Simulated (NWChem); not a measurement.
**Atomisation of trisilylamine (H₉NSi₃)**

SMILES: [SiH3]N([SiH3])[SiH3]
```xyz
13

Si    -1.6878     0.4868     0.0000
N     -0.0195    -0.0720     0.0000
Si     0.8468    -0.2326     1.5228
Si     0.8468    -0.2326    -1.5228
H     -2.3709    -0.0265     1.2249
H     -1.7933     1.9805     0.0000
H     -2.3709    -0.0265    -1.2249
H     -0.1068    -0.6876     2.5782
H      1.9431    -1.2323     1.3533
H      1.4587     1.0572     1.9748
H      1.4587     1.0572    -1.9748
H      1.9431    -1.2323    -1.3533
H     -0.1068    -0.6876    -2.5782
```
Charge 0, spin multiplicity 1.

The numbers come from NWChem runs, not from measurements. The geometry was optimised at PBE0/def2-SVP, held to Cs symmetry and with no frequency check, so it may be a saddle point.

Basis set: def2-TZVP. The atomisation energy is electronic alone: no zero-point, thermal, spin-orbit or counterpoise terms. No value is extrapolated to the basis-set limit. Free atoms are single determinants with multiplicities Si 3, N 4, H 2. Correlated methods freeze the same cores in atoms and molecule, 16 orbitals in all.

Relative cost: rough, from shared machines, SCF included, PBE0 = 1. Costs are the molecule's.

B3LYP has NWChem's definition, with VWN1-RPA local correlation. No SCF solution was tested for a lower state. Open-shell Hartree-Fock references start from PBE0 orbitals; any time given for them includes that run.

| method | atomisation energy (kcal/mol) | relative cost |
|---|---|---|
| PBE0 | 939.7 | 1 |
| B3LYP | (withheld) | under 3 |
| BHandHLYP | 944.5 | under 3 |
| PBE | 940.9 | under 3 |
| BLYP | 936.9 | under 3 |
| r2SCAN | (withheld) | under 3 |
| HF | 724.2 | under 3 |
| MP2 | (withheld) | 4 |

### Question
Complete the blanks.

### Answer

- B3LYP, atomisation energy (kcal/mol): 951.7
- r2SCAN, atomisation energy (kcal/mol): 954.7
- MP2, atomisation energy (kcal/mol): 917.3
